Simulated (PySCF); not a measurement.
Fractional electron number in Rb (rubidium, neutral)

The 5s alpha orbital of [Kr] 5s1 is emptied in steps (occupation f), with all orbitals relaxed, ending at [Kr]. Calculation: PySCF 2.14, in jorge-DZP-DKH (8s6p2d, 36 functions); the spin-free X2C one-electron Hamiltonian (Gaussian nucleus). The exact energy is a straight line in f; departures are measured from the line between the end points of the same method.

| f | UHF (eV) | LDA (eV) | PBE (eV) | PBE0 (eV) | r2SCAN (eV) | LC-wPBE (eV) | BHandHLYP (eV) | wB97X (eV) | r2SCAN0 (eV) | HSE06 (eV) |
| --- | --- | --- | --- | --- | --- | --- | --- | --- | --- | --- |
| 1 | 0.000 | 0.000 | 0.000 | 0.000 | 0.000 | 0.000 | 0.000 | 0.000 | 0.000 | 0.000 |
| 0.8 | 0.002 | -0.294 | -0.298 | -0.215 | -0.252 | 0.014 | -0.156 | 0.004 | -0.189 | -0.267 |
| 0.6 | 0.003 | -0.436 | -0.450 | -0.324 | -0.366 | 0.020 | -0.234 | 0.010 | -0.274 | -0.401 |
| 0.4 | 0.002 | -0.427 | -0.453 | -0.325 | -0.347 | 0.019 | -0.234 | 0.013 | -0.259 | -0.403 |
| 0.2 | 0.002 | -0.272 | -0.302 | -0.216 | -0.210 | 0.011 | -0.155 | 0.009 | -0.156 | -0.270 |
| 0 | 0.000 | 0.000 | 0.000 | 0.000 | 0.000 | 0.000 | 0.000 | 0.000 | 0.000 | 0.000 |

```json
{"method": "UHF", "E(f=0) − E(f=1) (eV)": "3.769", "−ε at f=1 (eV)": "3.780", "−ε at f=0.4 (eV)": "3.767"}
{"method": "LDA", "E(f=0) − E(f=1) (eV)": "4.390", "−ε at f=1 (eV)": "2.548", "−ε at f=0.4 (eV)": "4.809"}
{"method": "PBE", "E(f=0) − E(f=1) (eV)": "4.278", "−ε at f=1 (eV)": "2.431", "−ε at f=0.4 (eV)": "4.642"}
{"method": "PBE0", "E(f=0) − E(f=1) (eV)": "4.196", "−ε at f=1 (eV)": "2.855", "−ε at f=0.4 (eV)": "4.463"}
{"method": "r2SCAN", "E(f=0) − E(f=1) (eV)": "4.073", "−ε at f=1 (eV)": "2.477", "−ε at f=0.4 (eV)": "4.462"}
{"method": "LC-wPBE", "E(f=0) − E(f=1) (eV)": "4.028", "−ε at f=1 (eV)": "4.118", "−ε at f=0.4 (eV)": "4.002"}
{"method": "BHandHLYP", "E(f=0) − E(f=1) (eV)": "4.137", "−ε at f=1 (eV)": "3.165", "−ε at f=0.4 (eV)": "4.334"}
{"method": "wB97X", "E(f=0) − E(f=1) (eV)": "3.877", "−ε at f=1 (eV)": "3.891", "−ε at f=0.4 (eV)": "3.881"}
{"method": "r2SCAN0", "E(f=0) − E(f=1) (eV)": "4.092", "−ε at f=1 (eV)": "2.892", "−ε at f=0.4 (eV)": "4.383"}
{"method": "HSE06", "E(f=0) − E(f=1) (eV)": "4.210", "−ε at f=1 (eV)": "2.545", "−ε at f=0.4 (eV)": "4.529"}
```

Orbital energy along the path (eV):

```tsv
f	UHF	LDA	PBE	PBE0	r2SCAN	LC-wPBE	BHandHLYP	wB97X	r2SCAN0	HSE06
1	-3.780	-2.548	-2.431	-2.855	-2.477	-4.118	-3.165	-3.891	-2.892	-2.545
0.8	-3.776	-3.299	-3.150	-3.385	-3.155	-4.080	-3.551	-3.903	-3.405	-3.209
0.6	-3.771	-4.060	-3.887	-3.921	-3.850	-4.039	-3.942	-3.905	-3.934	-3.871
0.4	-3.767	-4.809	-4.642	-4.463	-4.462	-4.002	-4.334	-3.881	-4.383	-4.529
0.2	-3.763	-5.498	-5.426	-5.022	-5.007	-3.979	-4.724	-3.829	-4.789	-5.240
0	-3.759	-5.843	-5.901	-5.321	-4.877	-3.971	-5.081	-3.667	-4.677	-5.611
```

As f goes to zero the orbital energy of a semilocal functional can turn back, because the density of that orbital vanishes from the exchange-correlation potential.

Reference removal energy between the ground levels: 4.177 eV (measured; NIST Atomic Spectra Database, ionization energies). UHF lacks correlation.
